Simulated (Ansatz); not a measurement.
Two members of one family (Series AlH2X), computed with Ansatz in the gas phase. The two geometries come from different levels. Binding counts from free atoms in the multiplicity of their measured ground term, without zero-point energy. A dash marks a value that wasn't run or was left out as unsound. The structures are stationary points that may keep the symmetry of their start.

First: AlH2Cl (singlet, charge 0, r2SCAN-D4/def2-TZVP geometry).

```xyz
4

Al    0.157   -0.003   -0.031
H     0.791   -1.380   -0.457
H     0.954    1.347    0.117
Cl   -1.902    0.036    0.370
```

```tsv
level	HOMO (eV)	LUMO (eV)	gap (eV)	vertical IE (eV)	vertical triplet (eV)	binding per atom (eV)
BLYP-D4/def2-TZVP	-7.16	-2.29	4.87	–	–	2.61
r2SCAN-D4/def2-TZVP	-7.60	-2.04	5.56	10.71	4.81	2.69
r2SCANh-D4/def2-TZVP	-8.08	-1.79	6.29	–	–	2.68
PBE0-D4/def2-SVP	-8.49	-1.56	6.92	–	–	2.62
PBE0-D4/def2-TZVP	-8.58	-1.63	6.94	10.90	5.04	2.62
```

Second: AlH2Br (singlet, charge 0, B3LYP-D4/def2-TZVP geometry).

Cartesian coordinates in Å:
```
Al 0.169 -0.079 0.080
H 0.066 -1.500 0.739
H 1.483 0.776 -0.002
Br -1.717 0.802 -0.817
```

Estimate the same table for the second.


```csv
level,HOMO (eV),LUMO (eV),gap (eV),vertical IE (eV),vertical triplet (eV),binding per atom (eV)
BLYP-D4/def2-TZVP,-6.87,-2.39,4.48,–,–,2.46
r2SCAN-D4/def2-TZVP,-7.35,-2.17,5.18,10.38,4.58,2.55
r2SCANh-D4/def2-TZVP,-7.80,-1.92,5.88,–,–,2.54
PBE0-D4/def2-SVP,-8.19,-1.73,6.46,–,–,2.48
PBE0-D4/def2-TZVP,-8.27,-1.76,6.52,10.52,4.82,2.48
```
